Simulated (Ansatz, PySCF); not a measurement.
Complex: NH3 (SMILES N) (first 4 atoms) with SO2 (SMILES O=S=O); geometry from B3LYP-D3(BJ)/def2-TZVP, rigid monomers moved along the line of their centres of mass till N1···S6 is 3.66 Å.
(charge 0, multiplicity 1):
```tsv
atom	x (Å)	y (Å)	z (Å)
N	0.0165	0.0007	0.6224
H	-0.3050	-0.9267	0.3698
H	-0.7781	0.6302	0.6315
H	0.6780	0.3205	-0.0751
O	-0.1060	0.8661	4.5922
S	0.7559	-0.2242	4.2000
O	0.2446	-1.5647	4.3643
```

Monomers are frozen at their geometry in the pair; levels with a basis set take the counterpoise correction. Rows marked so take none.

Rows in 3-21G, 6-31G* carry no dispersion term and start afresh at each structure (6-31G* with six Cartesian d functions). MP2/6-31G* freezes PySCF's default core.

Programs: Ansatz (Gaussian basis) for Hartree–Fock, density functionals and correlated methods; PySCF for 3-21G rows, 6-31G* rows, the dispersion terms. Each number belongs to the level named beside it.

| level | interaction energy (kcal/mol) |
|---|---|
| HF/3-21G (no counterpoise) | -5.84 |
| HF/6-31G* (no counterpoise) | -4.50 |
| PBE-D3(BJ)/def2-TZVPPD | -3.67 |
| r2SCAN-D4/def2-TZVPPD | -3.52 |
| B3LYP/6-31G* | -3.28 |
| PBE0/def2-TZVPPD | -3.09 |
| wB97X-V/def2-TZVPPD | -3.50 |
| MP2/6-31G* | ___ |
| MP2/6-31G* (no counterpoise) | ___ |

**Question.** Complete the blanks.

**Answer.** 
- MP2/6-31G*, interaction energy (kcal/mol): -3.20
- MP2/6-31G* (no counterpoise), interaction energy (kcal/mol): -4.23

Ansatz is a program for electronic structure.
